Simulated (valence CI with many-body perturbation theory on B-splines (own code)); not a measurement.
Which ion has this spectrum?

A relativistic CI+MBPT calculation for an atom or ion with 52 electrons gives these levels (eV):

| J | Parity | E | g |
| --- | --- | --- | --- |
| 2 | even | 0.0000 | 1.46 |
| 0 | even | 0.5748 |  |
| 1 | even | 0.5768 | 1.50 |
| 2 | even | 1.309 | 1.04 |
| 0 | even | 2.871 |  |
| 2 | odd | 5.469 | 1.97 |
| 1 | odd | 5.774 | 1.92 |
| 1 | even | 6.684 | 2.40 |
| 2 | even | 6.694 | 1.77 |
| 3 | even | 6.726 | 1.64 |
| 1 | odd | 6.779 | 0.68 |
| 2 | odd | 6.793 | 1.24 |
| 1 | even | 6.833 | 1.51 |
| 2 | even | 6.876 | 1.50 |

The energies are calculated, with errors of about 170 cm⁻¹, more in some levels.

(1) Which is it?
A. Xe2+
B. Te
C. I+
D. Cs3+

## Answers

(1) B. Te, ground level 5s2.5p4 3P_2.
